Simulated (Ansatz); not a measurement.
Basis sets compared for Si₁₂⁻ (the lowest doublet isomer of a short search). Total charge -1; doublet. Geometry PBE0-D4/def2-SVP. Ansatz on 4 threads of Intel Xeon on a shared host; times are rough, and most runs start from earlier orbitals.

```xyz
12

Si    1.929    2.305    1.662
Si   -1.447   -1.456    1.957
Si    1.116   -2.100    1.940
Si   -1.877    2.304   -0.853
Si    1.345    0.180    1.565
Si    0.426    1.819   -0.012
Si    0.435   -0.285   -1.319
Si    1.684   -2.190   -0.642
Si    0.068    1.865   -2.474
Si   -1.392    0.145    0.205
Si   -0.469   -2.731    0.205
Si   -1.818    0.144   -2.234
```

The structure comes from a short search, and lower isomers may exist.

| level | functions | energy (Eh) | HOMO (eV) | LUMO (eV) | wall time |
| --- | --- | --- | --- | --- | --- |
| PBE-D4/def2-SVP (with forces) | 216 | -3471.2263 | -1.32 | -0.86 | 26 s |
| PBE0-D4/def2-SVP | 216 | -3471.4966 | -2.07 | -0.34 | 74 s |

(1) Estimate the rows for PBE-D4/def2-SVPD, PBE0-D4/def2-SVPD.

Results:

(1) 
```tsv
level	functions	energy (Eh)	HOMO (eV)	LUMO (eV)	wall time
PBE-D4/def2-SVPD	288	-3471.2580	-1.30	-0.85	45 s
PBE0-D4/def2-SVPD	288	-3471.5295	-2.00	-0.29	1.8 min
```
